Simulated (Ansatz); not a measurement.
Reaction (ligand exchange at the Si–C bond): `O[SiH](O)/C=C\[SiH2]Cl` + `O[Si](O)(F)F` → `O[SiH](O)O[Si](O)(F)F` + `C=C[SiH2]Cl`

Gas-phase electronic energies from Ansatz, PBE0-D4/def2-TZVP geometries. CCSD(T)/CBS is the MP2 limit (def2-TZVPP, def2-QZVPP) plus CCSD(T) − MP2 in def2-TZVPP, frozen cores. Functionals use def2-TZVPP. B3LYP here is the variant with VWN-RPA as its local correlation; programs differ in this. One conformer a species, not always the lowest.

`O[SiH](O)/C=C\[SiH2]Cl`:

Cartesian coordinates in Å:
```
O 0.756 -2.811 0.320
Si 0.971 -1.274 -0.202
O 1.134 -0.180 1.023
C -0.506 -0.610 -1.094
C -1.080 0.564 -0.805
Si -0.578 1.837 0.479
Cl -1.854 3.436 0.103
H -0.045 -3.009 0.809
H 2.208 -1.347 -1.012
H 1.972 -0.093 1.479
H -0.942 -1.209 -1.894
H -1.957 0.863 -1.381
H -0.860 1.446 1.875
H 0.782 2.386 0.298
```

`O[Si](O)(F)F`:

Cartesian coordinates in Å:
```
O 1.386 0.240 0.560
Si -0.028 -0.120 -0.121
O -1.135 0.846 0.535
F -0.001 0.069 -1.692
F -0.363 -1.651 0.098
H 2.073 -0.426 0.580
H -1.931 1.041 0.039
```

`O[SiH](O)O[Si](O)(F)F`:

Cartesian coordinates in Å:
```
O -2.306 1.018 1.171
Si -0.696 0.895 1.026
O -0.161 1.910 -0.132
O -0.251 -0.638 0.602
Si 0.680 -1.418 -0.427
O 1.506 -0.310 -1.283
F -0.172 -2.334 -1.386
F 1.669 -2.389 0.322
H -2.832 1.092 0.373
H -0.142 1.166 2.359
H 0.568 1.599 -0.677
H 2.137 -0.592 -1.947
```

`C=C[SiH2]Cl`:

```xyz
9

C    -0.404    1.471    0.359
C    -0.639    0.161    0.352
Si    0.494   -1.024   -0.502
Cl    1.288   -2.356    0.856
H     0.471    1.896   -0.124
H    -1.072    2.176    0.845
H    -1.528   -0.216    0.855
H    -0.219   -1.836   -1.517
H     1.610   -0.272   -1.123
```

| level | ΔE (kcal/mol) |
| --- | --- |
| PBE-D4 | -29.4 |
| ωB97X-V | -32.8 |
| PBE | -29.9 |
| r2SCAN | -33.0 |
| B3LYP | -34.3 |
| CCSD/def2-TZVPP | -34.4 |
| MP2/CBS(def2) | -33.1 |
| CCSD/CBS(def2) | -34.4 |

Problem. What does CCSD(T)/CBS give? (Estimate.)

Solution. Ansatz gave: -33.4 kcal/mol. The listed levels differ from it by 4.0, 0.6, 3.5, 0.4, -0.9, -1.0, 0.3, -1.0 kcal/mol.

Largest T1 diagnostic among the species: 0.012.

From PBE to PBE0 (25 % exact exchange), in def2-TZVPP and without D4, ΔE moves by −1.7 kcal/mol. In def2-TZVPP, CCSD(T) changes the Hartree–Fock value by +6.2 kcal/mol (the triples alone add +1.0 kcal/mol) and MP2 by +6.5 kcal/mol. The D4 term adds +0.9 kcal/mol with B3LYP and +0.5 kcal/mol with PBE0; it sums over pairs of atoms, weighted by their polarisabilities, and B3LYP, whose exchange is more repulsive, gets the larger term.
